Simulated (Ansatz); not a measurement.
```xyz
10

C     0.0000    0.5761   -1.1358
C     0.0000   -0.5761   -1.1358
C     0.0000    1.3455   -0.1232
C     0.0000   -1.3455   -0.1232
C     0.0000    0.6464    0.9702
C     0.0000   -0.6464    0.9702
H     0.0000    2.3501   -0.1198
H     0.0000   -2.3501   -0.1198
H     0.0000    1.1313    1.8524
H     0.0000   -1.1313    1.8524
```

Basis set: 6-31G* (spherical functions). Frozen core: 6 orbitals. Charge 0, multiplicity 1.

Computed with Ansatz (development build ahead of 0.2.0); each method stands on the lowest determinant of its kind that the runs found. Restricted open shells among the atoms or ions are ROHF, correlated in semicanonical orbitals with singles.

(1) Give the atomization energy at this shape (free ground-state atoms in the same class of orbitals less the molecule, no zero-point energy) of singlet C₆H₄ by RHF-MP2, RHF.

Results:

(1)

```tsv
method	atomization energy
RHF-MP2	44.87 eV
RHF	33.63 eV
```

Caution: no unrestricted run beside it, a lower state can exist; the shape is not the minimum.
